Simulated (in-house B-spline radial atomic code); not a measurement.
Successive ionisation energies of rhenium; each step leads to the configuration of the next row (after the last: bare). Dirac energy differences include first-order Breit, QED and recoil terms. NIST's values go from ground level to ground level; the uncertainty of those that are theory runs from under 0.1 % in few-electron ions to several per cent in heavy many-electron ones. Computed with an all-electron radial atomic-structure program (B-spline basis): Dirac-Hartree-Fock, average of the configuration, finite nuclei.

| ion | configuration | ionisation energy (eV) | tabulated value (eV) | tabulated kind | computed minus tabulated (eV) | highest orbital | largest mean radius (bohr) |
| --- | --- | --- | --- | --- | --- | --- | --- |
| Re66+ | [He] 2s2 2p5 | 16924.3 | 16410 | tabulated theory | 514 | 2p3/2 | 0.073979 |
| Re67+ | [He] 2s2 2p4 | 17283.6 | 16780 | tabulated theory | 504 | 2p3/2 | 0.07366 |
| Re68+ | [He] 2s2 2p3 | ? | ? | tabulated theory | ? | ? | ? |
| Re69+ | [He] 2s2 2p2 | 18012.6 | 19000 | tabulated theory | -987 | 2p3/2 | 0.073027 |
| Re70+ | [He] 2s2 2p1 | 18382.1 | 19420 | tabulated theory | -1038 | 2p3/2 | 0.072713 |
| Re71+ | [He] 2s2 | 19952.6 | 19950 | tabulated theory | 3 | 2s1/2 | 0.072401 |
| Re72+ | [He] 2s1 | 20296.9 | 20297.4 | tabulated theory | -1 | 2s1/2 | 0.072094 |
| Re73+ | 1s2 | ? | ? | tabulated theory | ? | ? | ? |
| Re74+ | 1s1 | 83161.9 | 83162.41 | tabulated theory | -1 | 1s1/2 | 0.017834 |

Task: Fill in the row of Re68+.

Result: ionisation energy (eV): 17646.4; tabulated value (eV): 17120; computed minus tabulated (eV): 526; highest orbital: 2p3/2; largest mean radius (bohr): 0.073342.

Task: Fill in the row of Re73+.

Result: ionisation energy (eV): 81551.6; tabulated value (eV): 81556.58; computed minus tabulated (eV): -5; highest orbital: 1s1/2; largest mean radius (bohr): 0.017939.

Task: Where is the largest jump?

Result: From Re72+ to Re73+, by a factor of 4.02 (20297 to 81552 eV); the highest orbital goes from 2s1/2 to 1s1/2.

Where a p, d or f electron is removed, the computed value is a mean over both j, so it misses the tabulated one by a part of the spin-orbit splitting; averaging over terms and missing correlation add to the gap, relatively most at low charge.
